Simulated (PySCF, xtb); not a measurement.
Protons, H atoms and electrons added to or taken from Cl[SiH3]. Isolated molecules, 0 K electronic values unless said otherwise. Strings in code marks are SMILES.

Quantity: gas-phase deprotonation enthalpy at 298 K, in kcal/mol. Thermal and zero-point terms are GFN2-xTB rigid-rotor harmonic values (xtb). Levels without diffuse functions put anions too high.

Level: PBE/6-31G* // r2SCAN-D4/def2-TZVPD (PySCF).

| species | E (Ha) | H(298 K) − E (Ha) |
|---|---|---|
| `[SiH3]Cl` | -751.13652 | 0.02935 |
| `[SiH2-]Cl` | -750.55473 | 0.01874 |
| H+ | 0 | 0.00236 |

### Question
Work out the gas-phase deprotonation enthalpy at 298 K.

### Answer
H = E + (H − E) for each species, with 5/2 RT for the lone particle. The enthalpy of the separated products less that of the bound species is 0.57355 Ha, or 359.9 kcal/mol.
